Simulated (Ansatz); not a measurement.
Relaxation of AlCl2F3H3OTa (11 atoms, charge 0, multiplicity 1), to a largest force component of 0.03 eV/Å in at most 50 steps.

Level of theory: RKS PBE/def2-SVP in Ansatz 0.2.0.

```xyz
11
Properties=species:S:1:pos:R:3:forces:R:3
Ta -0.180 -0.291 -0.124 1.57 -1.93 0.57
F 2.826 -0.245 -0.978 -0.17 0.29 -0.16
F 0.790 0.979 0.852 -0.03 -0.04 -0.06
Cl -0.125 0.676 -2.204 -0.04 -0.02 0.03
F -1.700 0.077 0.910 0.06 -0.04 -0.06
Cl -1.674 -2.186 -1.015 -0.06 0.07 -0.04
O 0.904 -1.846 0.283 -1.25 2.12 -0.54
Al 0.122 -3.475 -0.143 0.06 -0.05 -0.02
H 0.837 -4.144 -1.400 0.02 0.00 0.02
H -0.411 -4.224 1.155 -0.02 -0.01 0.01
H 2.814 -1.014 -0.449 -0.13 -0.38 0.25
```

Task: Where does it end, and by what steps?

Result: The forces met the threshold. After 12 steps the energy has fallen by 0.340 eV; F2 moved furthest, 0.72 Å. Joined: Ta1–F2 (3.13 → 2.38 Å).

```
step  energy less start (eV)  largest force component (eV/Å)  accepted
   0                  0.0000                           2.116       yes
   1                 -0.1769                           0.356       yes
   2                 -0.2400                           0.455       yes
   3                 -0.2727                           0.319       yes
   4                 -0.2999                           0.418       yes
   5                 -0.3193                           0.158       yes
   6                 -0.3258                           0.315       yes
   7                 -0.3347                           0.251       yes
   8                 -0.3371                           0.170       yes
   9                 -0.3387                           0.127       yes
  10                 -0.3393                           0.076       yes
  11                 -0.3396                           0.037       yes
  12                 -0.3398                           0.028       yes
```

```xyz
11
Properties=species:S:1:pos:R:3
Ta 0.045 -0.246 -0.111
F 2.173 -0.494 -1.160
F 1.000 1.032 0.871
Cl -0.269 0.981 -2.061
F -1.481 -0.044 0.939
Cl -1.268 -2.124 -1.368
O 0.916 -1.801 0.458
Al 0.197 -3.445 -0.088
H 1.232 -4.136 -1.086
H -0.623 -4.154 1.075
H 2.279 -1.263 -0.583
```

Whether the end is a true minimum wasn't checked by a vibrational analysis.

The run took 46 s on 4 threads of Arm Neoverse V1, on a shared host, peak memory 0.26 GiB.
